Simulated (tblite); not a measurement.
C7H11O (doublet state).
SMILES with atom numbers: `[CH3:1][CH2:2][C@:3]12[CH:4][C@:5]([OH:6])([CH2:7]1)[CH2:8]2` (hydrogens: H9, H10, H11 on C1; H12, H13 on C2; H14 on C4; H15 on O6; H16, H17 on C7; H18, H19 on C8)

Computed with GFN2-xTB (tblite), gas phase: L-BFGS steps from a force-field or distance-geometry start until the largest atomic force falls under 0.01 eV/Å.

Step 25: E = -667.0002 eV
```
atom  x, y, z in Å  |  force x, y, z in eV/Å
C1     -2.3242   -0.3880   -0.5992   -0.035   0.033   0.051
C2     -1.5501    0.2685    0.5457   -0.017  -0.031  -0.026
C3     -0.0629    0.1681    0.3749   -0.023  -0.038   0.040
C4      1.0211    0.7893    1.2302    0.004  -0.021   0.009
C5      1.7976    0.0028    0.1909   -0.009  -0.003   0.015
O6      3.1526   -0.1628    0.0180    0.068  -0.045  -0.015
C7      0.8039    0.5782   -0.8468   -0.147  -0.050   0.015
C8      0.7767   -1.1384    0.4215   -0.015   0.043  -0.043
H9     -1.8584   -1.3263   -0.9003   -0.044   0.105   0.065
H10    -2.3847    0.2715   -1.4636    0.107  -0.067   0.025
H11    -3.3366   -0.5986   -0.2651   -0.056  -0.024  -0.082
H12    -1.8025   -0.2311    1.4853   -0.005   0.039  -0.008
H13    -1.8402    1.3200    0.6349    0.019  -0.061   0.006
H14     1.1100    1.8033    1.5720    0.089   0.063  -0.088
H15     3.4971    0.5301   -0.5575   -0.042   0.008   0.126
H16     0.8774    1.6367   -1.0909    0.002   0.015   0.104
H17     0.6613   -0.0183   -1.7452   -0.008  -0.048  -0.106
H18     0.8155   -1.6500    1.3800    0.071   0.070  -0.034
H19     0.6366   -1.8458   -0.3922    0.041   0.011  -0.054
```

Step 26: E = -667.0051 eV
```
atom  x, y, z in Å  |  force x, y, z in eV/Å
C1     -2.3193   -0.3870   -0.6002   -0.033   0.025   0.042
C2     -1.5501    0.2679    0.5474    0.000  -0.014  -0.017
C3     -0.0636    0.1652    0.3813    0.009  -0.026  -0.006
C4      1.0237    0.7899    1.2292    0.018  -0.052   0.027
C5      1.7951    0.0009    0.1874   -0.026  -0.032   0.030
O6      3.1453   -0.1648    0.0031    0.221  -0.023  -0.042
C7      0.8003    0.5730   -0.8449   -0.257  -0.007   0.006
C8      0.7761   -1.1414    0.4236   -0.010   0.061  -0.046
H9     -1.8611   -1.3305   -0.8921   -0.015   0.065   0.059
H10    -2.3650    0.2657   -1.4698    0.103  -0.038   0.018
H11    -3.3356   -0.5877   -0.2760   -0.098  -0.021  -0.063
H12    -1.8054   -0.2289    1.4868   -0.028   0.026   0.008
H13    -1.8355    1.3202    0.6327   -0.001  -0.042   0.014
H14     1.1180    1.8032    1.5722    0.072   0.056  -0.098
H15     3.4968    0.5482   -0.5465   -0.090  -0.047   0.171
H16     0.8715    1.6304   -1.0862    0.010   0.084   0.082
H17     0.6467   -0.0174   -1.7443    0.011  -0.089  -0.119
H18     0.8222   -1.6527    1.3823    0.061   0.061  -0.055
H19     0.6303   -1.8451   -0.3935    0.053   0.013  -0.009
```

**Question.** Estimate the geometry and energy of step 27. (The exact step hangs on the optimiser's Hessian estimate; all steps are aligned on step 26, rigid shifts and turns removed.)

**Answer.** E = -667.0123 eV, largest force 0.325 eV/Å
```
atom  x, y, z in Å  |  force x, y, z in eV/Å
C1     -2.3143   -0.3856   -0.6007   -0.026   0.004   0.029
C2     -1.5498    0.2656    0.5496    0.004   0.013   0.017
C3     -0.0648    0.1600    0.3905    0.060   0.001  -0.068
C4      1.0273    0.7918    1.2279    0.037  -0.137   0.010
C5      1.7921   -0.0023    0.1838   -0.061  -0.047   0.022
O6      3.1376   -0.1679   -0.0144    0.316  -0.077  -0.012
C7      0.7915    0.5664   -0.8415   -0.298   0.053  -0.009
C8      0.7755   -1.1452    0.4255    0.012   0.064  -0.042
H9     -1.8671   -1.3348   -0.8816    0.037  -0.022   0.048
H10    -2.3389    0.2571   -1.4764    0.088   0.022  -0.012
H11    -3.3355   -0.5741   -0.2906   -0.154  -0.006  -0.033
H12    -1.8091   -0.2261    1.4887   -0.065   0.000   0.042
H13    -1.8278    1.3189    0.6299   -0.034   0.004   0.026
H14     1.1295    1.8073    1.5606    0.046   0.071  -0.094
H15     3.4979    0.5684   -0.5255   -0.103  -0.026   0.154
H16     0.8638    1.6237   -1.0742    0.001   0.152   0.036
H17     0.6262   -0.0146   -1.7449    0.034  -0.114  -0.096
H18     0.8333   -1.6572    1.3831    0.039   0.038  -0.069
H19     0.6228   -1.8423   -0.3973    0.067   0.007   0.050
```

The energy changes by -0.0072 eV. The first-order estimate −F·Δx gives -0.0099 eV and the mean of the old and new forces, exact on a quadratic surface, -0.0073 eV. The step makes an angle of 73° with the force vector and moves no atom by more than 0.029 Å.

What follows is the cost of the whole relaxation. The run took 0.7 s wall on one thread of an Intel Xeon Platinum 8375C at 2.90 GHz (shared host).
